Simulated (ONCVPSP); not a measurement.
**Transferability test, ONCV potential for scandium (Sc)**

```json
{
  "Element": "Sc",
  "Generator": "ONCVPSP 4.0.1",
  "Type": "optimised norm-conserving Vanderbilt (ONCV)",
  "Functional": "PW91",
  "Relativity": "scalar-relativistic",
  "Frozen core": "[Ne]",
  "Valence charge": "11",
  "Reference configuration": "3s2 3p6 3d1 4s1.5 4p0.5",
  "Partial waves": "3s+4s: rc 1.80 bohr, ncon 4, nbas 8, qcut 6.7 1/bohr, 2 projectors; 3p+4p: rc 1.70 bohr, ncon 4, nbas 9, qcut 6.8 1/bohr, 2 projectors; 3d: rc 1.55 bohr, ncon 4, nbas 9, qcut 10.1 1/bohr, 2 projectors, debl 2.4 Ha; f scattering state at 0.07 Ha: rc 1.85 bohr, ncon 4, nbas 8, qcut 5.7 1/bohr, 2 projectors, debl 2 Ha",
  "Local potential": "polynomial inside 1.00 bohr (lpopt 5, dvloc0 3 Ha)",
  "Core correction": "Teter function, fcfact 3.5, rcfact 1.25"
}
```

Energies are relative to the spin-unpolarised reference configuration 3s2 3p6 3d1 4s1.5 4p0.5; without spin polarisation the order of configurations can differ from experiment.

```
valence configuration  charge  ΔE all-electron (eV)  error AE − PS (meV)
  3s2 3p6 3d1 4s2 4p0       0                -1.378                  0.0
  3s2 3p6 3d1 4s1 4p0      +1                 5.559                 -0.3
  3s2 3p6 3d1 4s0 4p0      +2                18.343                 -1.9
  3s2 3p6 3d1 4s0 4p1      +1                 8.992                 -1.0
```

Levels in the configuration 3s2 3p6 3d1 4s0 4p1:

| level | all-electron (eV) | pseudo (eV) |
| --- | --- | --- |
| 3s | -63.284 | -63.304 |
| 3p | -41.882 | -41.891 |
| 3d | -11.084 | -11.087 |
| 4p | -6.934 | -6.934 |
